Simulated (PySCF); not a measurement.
**MF for M along group 10**

r²SCAN with triple-zeta basis sets in PySCF, for the lowest determinant that a PBE0 search found; no spin–orbit coupling. De refers to high-spin ground-configuration atoms. A positive dipole means M(−)F(+).

```tsv
M	basis	state (unpaired electrons)	Re (Å)	ωe (cm⁻¹)	De (eV)	μ (D)
Ni	def2-TZVPPD	doublet (σ ↑)	1.749	627	n/a	-4.72
Pd	def2-TZVPP	doublet (σ ↑)	1.908	561	3.76	-4.44
Pt	def2-TZVPP	doublet (σ ↑)	1.882	620	3.63	-3.27
```

The shortest bond is that of NiF (1.749 Å), the longest that of PdF (1.908 Å).

The rows differ in basis set, which adds steps of its own.

Down a group the atoms grow and get heavier, so bonds lengthen and wavenumbers fall; the exceptions here are the shorter bond at Pt and the higher wavenumber at Pt. Relativity and the filled 4f shell contract the atoms of the sixth period.

De is left out where the level can put another filling of the metal’s s and d shells below the measured ground configuration, by anything from nothing to about 1 eV. The metal atom is held in its measured ground configuration; semilocal functionals can put another filling of s and d lower by some tenths of an eV, and De to that atom would be smaller. Spin–orbit coupling is left out, which matters for elements this heavy, above all for dissociation energies. With d or f electrons several states lie close, and the lowest PBE0 determinant need not be the measured ground state.
